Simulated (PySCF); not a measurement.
Be(H)2, SMILES [BeH2], CAM-B3LYP/def2-SVP optimised geometry. Atoms within 1.6 Å of the plane z = 0.0 Å (x, y, z in Å): Be1 (0.00, 0.00, 0.00), H2 (1.33, 0.00, 0.00), H3 (-1.33, 0.00, 0.00).

Computed with CAM-B3LYP/def2-TZVP (PySCF 2.14.0). Cells within 0.4 Å of a nucleus heavier than hydrogen are left out (blank, or x).

Map of the electrostatic potential (hartree/e), clipped to [-0.08, 0.12] on the plane z = 0.0 Å:

```
|11111111111111111111111111111|
|11111111111111111111111111111|
|11111111111111111111111111111|
|11111111111122222111111111111|
|10001111111222222211111110001|
|00000011111222322211111000000|
|00000000112233333221100000000|
|00000000112344544321100000000|
|00000000012457775421000000000|
|00000000013589998531000000000|
|00000000024899999842000000000|
|00000002357999999975320000000|
|00000027999999999999972000000|
|0000015999999xxx9999995100000|
|0000017999999xxx9999997100000|
|0000015999999xxx9999995100000|
|00000027999999999999972000000|
|00000002357999999975320000000|
|00000000024899999842000000000|
|00000000013589998531000000000|
|00000000012457775421000000000|
|00000000112344544321100000000|
|00000000112233333221100000000|
|00000011111222322211111000000|
|10001111111222222211111110001|
|11111111111122222111111111111|
|11111111111111111111111111111|
|11111111111111111111111111111|
|11111111111111111111111111111|
```
Scale: ten equal steps from -0.017 (start of '0') to 0.120 (end of '9'), in the order '0123456789'; x runs from -3.50 to 3.50, y from -3.50 (bottom) to 3.50 (top).
